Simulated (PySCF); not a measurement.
Species: C5H7FOSi.
Atom-mapped SMILES: `[F:1][CH2:2][Si@H:3]1[CH:4]=[CH:5][CH:6]=[CH:7][O:8]1` (hydrogens: H9, H10 on C2; H11 on Si3; H12 on C4; H13 on C5; H14 on C6; H15 on C7)

Computed geometry: GFN2-xTB, gas phase.

**Question.** What internal coordinates does the optimisation give?

**Answer.** 
| bond | length (Å) | order |
| --- | --- | --- |
| F1–C2 | 1.382 | single |
| C2–Si3 | 1.917 | single |
| Si3–C4 | 1.867 | single |
| C4=C5 | 1.344 | double |
| C5–C6 | 1.440 | single |
| C6=C7 | 1.339 | double |
| C7–O8 | 1.337 | single |
| Si3–O8 | 1.652 | single |
| C2–H9 | 1.093 | single |
| C2–H10 | 1.094 | single |
| Si3–H11 | 1.467 | single |
| C4–H12 | 1.080 | single |
| C5–H13 | 1.084 | single |
| C6–H14 | 1.078 | single |
| C7–H15 | 1.083 | single |

Orders are formal, as drawn. A selection of angles:
| angle | degrees |
| --- | --- |
| F1–C2–Si3 | 109.8 |
| C2–Si3–C4 | 115.8 |
| C2–Si3–O8 | 105.5 |
| C4–Si3–O8 | 102.8 |
| Si3–C4–C5 | 118.3 |
| C4–C5–C6 | 124.0 |
| C5–C6–C7 | 123.7 |
| C6–C7–O8 | 125.1 |
| Si3–O8–C7 | 124.8 |

Dihedral angles: F1–C2–Si3–C4 82° (synclinal); C2–Si3–C4–C5 124° (anticlinal); Si3–C4–C5–C6 -2° (synperiplanar); C4–C5–C6–C7 -5° (synperiplanar); C5–C6–C7–O8 2° (synperiplanar); C6–C7–O8–Si3 9° (synperiplanar); C2–Si3–O8–C7 -135° (anticlinal).

The 3 C–C bonds span 1.339 Å (C6=C7, drawn double) to 1.440 Å (C5–C6, drawn single), a spread of 0.101 Å. The 6-membered ring Si3–C4–C5–C6–C7–O8 has internal angles of 102.8° to 125.1°; it is slightly puckered (a soft mode that the optimisation may not have finished), 0.05 Å rms from its mean plane, widest ring torsion 13°. Si3 (oxygen-bound silicon) is distorted tetrahedral (angles from 102.8° to 115.8°). The C–Si distances run from 1.867 Å (Si3–C4, drawn single) to 1.917 Å (C2–Si3, drawn single), a spread of 0.050 Å.

Point group: C1 (no symmetry element, even within 0.4 Å). No GFN2-xTB frequencies stand behind this structure, so it isn't proved a minimum. One conformer, not necessarily the lowest.
